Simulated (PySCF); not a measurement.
Species: CH10BPSi.
SMILES: `[SiH3]C[BH2-][PH3+]`

All values: PBE0/def2-SVPD (PySCF, non-relativistic), on one gas-phase PBE0-D3(BJ)/def2-SVP geometry that isn't relaxed in the solvent. The solvent is an IEF-PCM continuum (Bondi radii, 1.10 Å for H, scaled by 1.2), and excitations are vertical TDDFT with non-equilibrium linear response and a frozen core. The model holds no explicit solvent molecules, cavitation or dispersion.

Gas-phase singlets (H = HOMO, L = LUMO):

```
state  E (eV)  λ (nm)      f  leading configurations
   S1   6.794     182  0.107      H→L 84%, H→L+1 12%
   S2   6.863     181  0.006      H→L+1 85%, H→L 12%
   S3   7.072     175  0.006               H→L+2 94%
   S4   7.138     174  0.004  H-1→L 54%, H-1→L+1 41%
   S5   7.205     172  0.000  H-1→L+1 56%, H-1→L 42%
```

Task: What are the lowest 5 singlets in benzene (ε = 2.271)?

Result: 
| state | E (eV) | λ (nm) | f | leading configurations | change by rank (eV) |
| --- | --- | --- | --- | --- | --- |
| S1 | 6.949 | 178 | 0.125 | H→L 81%, H→L+1 17% | +0.155 |
| S2 | 7.102 | 175 | 0.014 | H→L+1 80%, H→L 16% | +0.239 |
| S3 | 7.328 | 169 | 0.012 | H→L+2 95% | +0.256 |
| S4 | 7.349 | 169 | 0.011 | H-1→L 80%, H-1→L+1 17% | +0.211 |
| S5 | 7.467 | 166 | 0.000 | H-1→L+1 81%, H-1→L 16% | +0.262 |

Task: How does the list change in chloroform (ε = 4.711)?

Result: 
```json
{"state": "S1", "E (eV)": "7.020", "λ (nm)": "177", "f": "0.091", "leading configurations": "H→L 90%, H→L+1 9%", "change by rank (eV)": "+0.226"}
{"state": "S2", "E (eV)": "7.231", "λ (nm)": "171", "f": "0.012", "leading configurations": "H→L+1 86%, H→L 9%", "change by rank (eV)": "+0.368"}
{"state": "S3", "E (eV)": "7.452", "λ (nm)": "166", "f": "0.015", "leading configurations": "H-1→L 90%", "change by rank (eV)": "+0.380"}
{"state": "S4", "E (eV)": "7.473", "λ (nm)": "166", "f": "0.012", "leading configurations": "H→L+3 95%", "change by rank (eV)": "+0.335"}
{"state": "S5", "E (eV)": "7.539", "λ (nm)": "164", "f": "0.276", "leading configurations": "H→L+2 85%", "change by rank (eV)": "+0.334"}
```

Task: The ground-state energy changes by -0.196 eV from gas to chloroform. By how much does the total energy of gas-phase S3 change?

Result: E(S3) = E(S0) + excitation energy, so it changes by -0.196 + 0.401 = +0.205 eV: it isn't lowered at all, while the ground state is. This is the vertical state, with the slow part of the continuum still set for S0.

Task: How do the frontier levels move from gas to chloroform?

Result: 
```json
{"orbital": "LUMO+2", "gas (eV)": "0.35", "solvent (eV)": "0.86", "change (eV)": "+0.51"}
{"orbital": "LUMO+1", "gas (eV)": "0.17", "solvent (eV)": "0.62", "change (eV)": "+0.45"}
{"orbital": "LUMO", "gas (eV)": "-0.02", "solvent (eV)": "0.39", "change (eV)": "+0.41"}
{"orbital": "HOMO", "gas (eV)": "-7.82", "solvent (eV)": "-7.75", "change (eV)": "+0.07"}
{"orbital": "HOMO-1", "gas (eV)": "-8.29", "solvent (eV)": "-8.26", "change (eV)": "+0.03"}
{"orbital": "HOMO-2", "gas (eV)": "-8.38", "solvent (eV)": "-8.41", "change (eV)": "-0.03"}
{"orbital": "HOMO-3", "gas (eV)": "-8.80", "solvent (eV)": "-9.01", "change (eV)": "-0.21"}
```

The HOMO–LUMO gap goes from 7.81 to 8.15 eV. Rows go by rank; for LUMO, LUMO+1 and LUMO+2 the atom shares or the degeneracy differ between the runs, so the row needn't follow one orbital.

Shape of the structure used: `[SiH3:1][CH2:2][BH2-:3][PH3+:4]`: Si1–C2–B3–P4 180°.
